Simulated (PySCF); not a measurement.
1-bromo-1-fluoropropa-1,2-diene (C₃H₂BrF), SMILES C=C=C(F)Br.

Geometry: PBE0-D3(BJ)/def2-SVP.

Method: TDDFT-PBE/def2-SVPD (PySCF).

Vertical excitations. Isolated molecule, no solvent. State labels are in the subgroup Cs.

```
state  symmetry  energy (eV)  λ (nm)      f                                                                 main pairs
-----  --------  -----------  ------  -----  -------------------------------------------------------------------------
S1           A"         3.90     318  0.000                                                            HOMO→LUMO 100 %
S2           A'         5.25     236  0.026                                         HOMO−1→LUMO 73 %, HOMO−2→LUMO 21 %
S3           A"         5.58     222  0.000                                                           HOMO→LUMO+2 94 %
S4           A"         5.89     211  0.000                                                           HOMO−3→LUMO 93 %
S5           A'         6.11     203  0.018                     HOMO−2→LUMO 42 %, HOMO→LUMO+1 33 %, HOMO−1→LUMO+2 15 %
S6           A"         6.20     200  0.007                                                           HOMO→LUMO+3 98 %
S7           A"         6.24     199  0.000                                                         HOMO−1→LUMO+1 97 %
S8           A'         6.44     192  0.288  HOMO→LUMO+1 38 %, HOMO−1→LUMO+2 37 %, HOMO−3→LUMO+1 10 %, HOMO−1→LUMO 7 %
S9           A"         6.97     178  0.002                                                           HOMO→LUMO+4 99 %
S10          A"         7.06     176  0.000                                                         HOMO−2→LUMO+1 99 %
T1           A"         3.52     353      0                                                            HOMO→LUMO 100 %
T2           A'         4.10     303      0                                         HOMO−1→LUMO 77 %, HOMO−2→LUMO 13 %
T3           A'         4.39     283      0                                                           HOMO→LUMO+1 90 %
T4           A"         5.15     241      0                                                           HOMO→LUMO+2 97 %
```
Triplets are in the Tamm–Dancoff approximation, which puts them higher than full response would, so one can lie above its singlet here.
